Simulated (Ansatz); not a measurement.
CH6AlFSSi. The species carries charge 0 and has multiplicity 1. The bonds changed during the relaxation, so this is another structure than the one it started from.

```xyz
11

C    -0.557    1.559   -0.125
S    -0.202    0.355    1.192
Si   -0.638   -1.543    0.009
F    -1.774   -1.143   -1.057
Al    1.650   -0.815    0.053
H    -1.624    1.774   -0.123
H     0.009    2.462    0.099
H    -0.260    1.180   -1.102
H    -1.310   -2.419    1.009
H     2.536   -1.572    1.125
H     2.171    0.162   -1.080
```

Give the diagnostics of a CCSD(T)/def2-TZVPP run (frozen core, Ansatz). (Best estimate.)

Computed: T1 = 0.0122, largest single amplitude 0.012, largest double 0.040, (T) share of the correlation energy 3.8 %, 10 CCSD cycles. The RHF solution is stable towards an unrestricted one. T1 lies under the customary mark of 0.02 for closed shells.
